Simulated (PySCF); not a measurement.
A PySCF script (with the pyscf-properties extension) for the NMR shieldings of `n1(CC)ncc(C#C)n1`, C6H7N3, on a GFN2-xTB geometry:

```python
import basis_set_exchange as bse
import numpy as np
from pyscf import gto, dft
from pyscf.prop import nmr

atoms = """
C     4.047310   -0.298761    0.677568
C     2.898362   -0.342527    0.333531
C     1.558138   -0.425418   -0.080286
C     0.884621   -1.522206   -0.653361
N    -0.361582   -1.153643   -0.891874
N    -0.427423    0.092681   -0.486533
C    -1.642537    0.853087   -0.535489
C    -2.442066    0.678233    0.752623
N     0.681799    0.577171    0.006632
H     5.050727   -0.254696    0.978892
H     1.246039   -2.501139   -0.887539
H    -1.370181    1.901233   -0.676153
H    -2.217486    0.497046   -1.392891
H    -1.851745    1.004223    1.605742
H    -2.709834   -0.366924    0.888732
H    -3.351742    1.270583    0.708041
"""
names = dict.fromkeys(["C", "N", "H"], "pcSseg-1")
basis = {el: gto.basis.parse(bse.get_basis(n, elements=[el], fmt="nwchem")) for el, n in names.items()}
mol = gto.M(atom=atoms, basis=basis, charge=0, verbose=0)
mf = dft.RKS(mol, xc="PBE0")
mf.grids.level = 2
mf.grids.alignment = dft.numint.BLKSIZE   # the property module wants whole blocks of grid points
mf.conv_tol = 1e-9
mf.kernel()

calc = nmr.RKS(mf)   # GIAO
C = mf.mo_coeff
Co = C[:, mf.mo_occ > 0]
resp = mf.gen_response(singlet=True, hermi=2)
def vind(x):   # induced exchange potential for any number of trial vectors
    d = np.einsum("pi,xij,qj->xpq", C, 2 * x.reshape(-1, C.shape[1], Co.shape[1]), Co, optimize=True)
    return np.einsum("xpq,pi,qj->xij", resp(d - d.transpose(0, 2, 1)), C, Co, optimize=True).ravel()
mo1, _ = nmr.rhf.solve_mo1(calc, with_cphf=vind)
sigma = calc.kernel(mo1)
for i, s in enumerate(sigma):   # ppm
    w = np.linalg.eigvalsh((s + s.T) / 2)
    print("%2d %-2s iso %8.1f  s11 %8.1f  s22 %8.1f  s33 %8.1f" % (i, mol.atom_pure_symbol(i), w.mean(), *w))
```

Q: Give the expected output.

A: 
```
 0 C  iso     96.1  s11     27.2  s22     49.0  s33    212.2
 1 C  iso    107.7  s11     11.9  s22     12.3  s33    299.0
 2 C  iso     51.9  s11    -20.9  s22     51.9  s33    124.6
 3 C  iso     41.8  s11    -38.8  s22     39.2  s33    125.2
 4 N  iso    -95.3  s11   -323.1  s22   -127.5  s33    164.6
 5 N  iso    -16.2  s11   -127.4  s22     -1.9  s33     80.6
 6 C  iso    135.1  s11    113.2  s22    120.1  s33    171.9
 7 C  iso    167.5  s11    154.0  s22    161.6  s33    186.9
 8 N  iso   -105.2  s11   -351.9  s22   -129.6  s33    166.0
 9 H  iso     28.8  s11     24.5  s22     25.2  s33     36.8
10 H  iso     23.9  s11     21.8  s22     23.5  s33     26.5
11 H  iso     27.2  s11     23.1  s22     26.9  s33     31.6
12 H  iso     27.2  s11     23.2  s22     26.7  s33     31.7
13 H  iso     30.1  s11     25.5  s22     29.5  s33     35.3
14 H  iso     30.1  s11     25.7  s22     29.2  s33     35.4
15 H  iso     30.5  s11     26.8  s22     26.9  s33     37.7
```

These numbers come from an equivalent density-fitted implementation of the same equations, which agrees with the script to about 0.01 ppm for H and up to a few tenths of a ppm for heavy atoms, so last digits may differ.

Q: Turn these shieldings into chemical shifts. Referencing at the same level of theory: $^{13}$C (σ = 186.93 ppm), $^{1}$H (σ = 31.72 ppm) against TMS; $^{15}$N (σ = 267.73 ppm) vs NH3.

A: Averaging equivalent atoms: C 3: 145.1; C 2: 135.0; C 0: 90.8; C 1: 79.2; C 6: 51.8; C 7: 19.4; N 8: 372.9; N 4: 363.1; N 5: 283.9; H 10: 7.78; H 11/12: 4.51; H 9: 2.87; H 13/14/15: 1.49 ppm. Experimental scales use liquid or dissolved standards, which lie at an offset from isolated NH3 (liquid NH3: subtract about 20 ppm). Unscaled 15N shifts of sp2 nitrogen come out 20 to 40 ppm too high even then.

Size and cost of the density-fitted run: 188 basis functions, about 70 core-seconds.
